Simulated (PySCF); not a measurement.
# UHF on Pm²⁺ (promethium, charge +2)

Configuration: [Xe] 4f5, one real determinant. Computed with PySCF 2.14 in cc-pVTZ-X2C (10s9p7d5f3g1h, 145 functions), with the spin-free X2C one-electron Hamiltonian (Gaussian nucleus).

```
Total energy                                                  : -10015.579705 hartree
One-electron energy                                           : -13659.5646 hartree
Hartree (Coulomb) energy                                      : 3872.2179 hartree
Exchange energy                                               : -228.2330 hartree
⟨S²⟩                                                          : 8.7559
⟨L²⟩                                                          : 24.029
Sum of ⟨r⟩                                                    : 35.02 bohr
Sum of ⟨r²⟩                                                   : 40.91 bohr²
Traceless quadrupole moment −½Σ⟨3z² − r²⟩ along its main axis : 0.246 e·bohr²
Langevin diamagnetic susceptibility                           : -32.4 ×10⁻⁶ cm³/mol
```

| shell | electrons | mean orbital energy (hartree) | spread (hartree) | rms radius, mean of both spins (bohr) |
| --- | --- | --- | --- | --- |
| 1s α | 1 | -1669.00462 | 0 | 0.0264 |
| 1s β | 1 | -1669.00386 | 0 | 0.0264 |
| 2s α | 1 | -275.95549 | 0 | 0.107 |
| 2s β | 1 | -275.95294 | 0 | 0.107 |
| 2p α | 3 | -246.56544 | 0.00662 | 0.0959 |
| 2p β | 3 | -246.56343 | 0.00696 | 0.0959 |
| 3s α | 1 | -62.34307 | 0 | 0.277 |
| 3s β | 1 | -62.25110 | 0 | 0.277 |
| 3p α | 3 | -52.88461 | 0.02274 | 0.277 |
| 3p β | 3 | -52.78092 | 0.04211 | 0.277 |
| 3d α | 5 | -39.74822 | 0.02010 | 0.256 |
| 3d β | 5 | -39.63600 | 0.03967 | 0.256 |
| 4s α | 1 | -13.66335 | 0 | 0.630 |
| 4s β | 1 | -13.39383 | 0 | 0.630 |
| 4p α | 3 | -10.46940 | 0.01610 | 0.669 |
| 4p β | 3 | -10.16713 | 0.07579 | 0.669 |
| 4d α | 5 | -5.83352 | 0.08019 | 0.744 |
| 4d β | 5 | -5.43350 | 0.08460 | 0.744 |
| 5s α | 1 | -2.42970 | 0 | 1.56 |
| 5s β | 1 | -2.31101 | 0 | 1.56 |
| 5p α | 3 | -1.55421 | 0.01344 | 1.81 |
| 5p β | 3 | -1.46190 | 0.03539 | 1.81 |
| 4f α | 5 | -0.93772 | 0.07631 | 1.10 |

⟨L²⟩ = 24.03 against 30 for a pure H term, so this real determinant mixes terms. Spin-orbit coupling, absent here, splits the open shell strongly.

Densities and radii are taken from the X2C orbitals without a picture-change correction, which distorts them close to the nucleus.

Spin-orbit constants ζ (cm⁻¹) from the X2C one-electron operator on these orbitals: bare nucleus, nucleus screened by l(l+1)(2l+1)/3 electrons, and screened by the Breit-Pauli mean field of the electrons.

```
shell     bare  screened nucleus  mean field
   2p  2925000           2829000         n/a
   3p   594600            575100         n/a
   3d    92470             77310         n/a
   4p   126100            122000         n/a
   4d    16290             13620         n/a
   4f     2070              1120         n/a
   5p    16520             15980         n/a
```

To first order the Landé constant is A = 224.0 cm⁻¹, so the lowest level has J = 5/2 and lies 0.417 eV below the centre of the term. This holds in LS coupling only.
